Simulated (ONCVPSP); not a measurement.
**What one change does to a pseudopotential (vanadium (V), ONCV)**

| Property | Result |
| --- | --- |
| Element | V |
| Generator | ONCVPSP 4.0.1 |
| Type | optimised norm-conserving Vanderbilt (ONCV) |
| Functional | PBE |
| Relativity | non-relativistic |
| Frozen core | [Ar] |
| Valence charge | 5 |
| Reference configuration | 3d3 4s1.5 4p0.5 |
| Partial waves | 4s: rc 2.30 bohr, ncon 5, nbas 10, qcut 2.6 1/bohr, 2 projectors, debl 0.7 Ha; 4p: rc 3.00 bohr, ncon 4, nbas 8, qcut 3.1 1/bohr, 3 projectors, debl 1.1 Ha; 3d: rc 1.25 bohr, ncon 4, nbas 9, qcut 13.6 1/bohr, 2 projectors, debl 0.4 Ha |
| Local potential | polynomial inside 0.85 bohr (lpopt 4, dvloc0 3 Ha) |
| Core correction | Teter function, fcfact 4.75, rcfact 1.6 |

Change: s: qcut 2.3; p: qcut 2.8; d: qcut 12.3.

Cutoffs: the cutoffs (Ha) at which the residual kinetic energy of the hardest occupied pseudo-wave falls to 1 and 0.1 mHa per electron; they do not see the model core or the augmentation charge, which bear on the density cutoff. Errors are all-electron minus pseudo energies relative to the spin-unpolarised reference configuration.

How do hardness, ghosts and transferability respond?

The potential gets softer (61 Ha and 71 Ha → 55 Ha and 63 Ha); both files keep a bound ghost (s); the errors of the 4 common tests hardly move; the range in which the p phases agree narrows (upper end at the end of the scan → 2.3).

```csv
quantity,base,changed
"cutoff, loose",61 Ha,55 Ha
"cutoff, tight",71 Ha,63 Ha
loose cutoff by channel,"s 3.0 Ha, p 1.8 Ha, d 61 Ha","s 3.0 Ha, p 1.3 Ha, d 55 Ha"
bound ghosts,s,s
GHOST(+) flags under 300 eV,p at 62.3 eV,p at 63.0 eV
"error for 3d3 4s2 4p0, meV [ΔE -1.61 eV]",-2.9,-2.9
"error for 3d3 4s1 4p0, meV [ΔE 6.04 eV]",-39,-39
"error for 3d3 4s0 4p0, meV [ΔE 20.22 eV]",-283,-280
"error for 3d3 4s1.5 4p0, meV [ΔE 1.44 eV]",-5.4,-5.4
s: phases at 2.33 bohr within 0.05 rad from the reference energy up to (Ha; the scan ends near 5),2.6,n/a
p: phases at 3.05 bohr within 0.05 rad from the reference energy up to (Ha; the scan ends near 5),to the end of the scan,2.3
d: phases at 1.27 bohr within 0.05 rad from the reference energy up to (Ha; the scan ends near 5),to the end of the scan,to the end of the scan
"rms error of d²Exc/dni dnj with the model core, mHa",7.29,7.28
```

 A true bound ghost makes a file unfit for plane-wave use even where its test errors are small: the radial tests pick states by their node count and pass the ghost by.
